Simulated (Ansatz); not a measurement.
SrS₂. Total charge 0; singlet. Geometry relaxed at PBE0-D4/def2-TZVP.

```xyz
3

Sr   -0.770    0.030   -1.363
S     0.760   -0.987    0.448
S     0.011    0.957    0.914
```

In the def2 sets Sr takes a core potential; there is no spin–orbit coupling. The structure comes from a short search, and lower isomers may exist.

Q: Estimate the harmonic wavenumbers at RKS PBE0-D4/def2-TZVP (Ansatz, unscaled). Is this a minimum?

A: 294, 326, 473 cm⁻¹. Yes, no mode is imaginary beyond noise. Zero-point energy 6.5 kJ/mol. Hardware: 4 threads of Arm Neoverse V2 on a shared host. Wall time 4.6 s.
